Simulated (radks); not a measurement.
Spherical jellium clusters: N electrons in a uniform positive sphere of charge N and radius rs N^(1/3), rs = 5.61 bohr. Calculated with a radial shooting solver with Libxc functionals: non-relativistic Kohn-Sham, PBE, spin-polarised, spherical densities. Levels are named by radial order and angular momentum (1s, 1p, 1d, 2s, ...), and open shells are averaged over m.

N = 2, configuration 1s2. This is the lowest configuration that the search found. Occupied and some empty levels:

level,occupation,eigenvalue (eV),<r> (bohr)
1s,2,-2.4412,5.314
1p,0,-1.2118,7.153

Energy (eV): total -3.29946, kinetic 1.8751, external -18.313, Hartree 9.2248, exchange-correlation -5.3256, background 9.2397.

Electron density:

r (bohr),n(r) (e/bohr^3)
0.230,0.002922
0.808,0.002875
1.39,0.002775
1.96,0.002621
2.54,0.002417
3.12,0.002167
3.70,0.001881
4.28,0.001575
4.86,0.001267
5.43,0.0009759
6.01,0.0007166
6.59,0.0005007
7.17,0.0003343
7.75,0.0002156
8.32,0.0001359
8.90,0.00008428
9.48,0.00005173
10.1,0.00003142
10.6,0.00001892
11.2,0.00001142
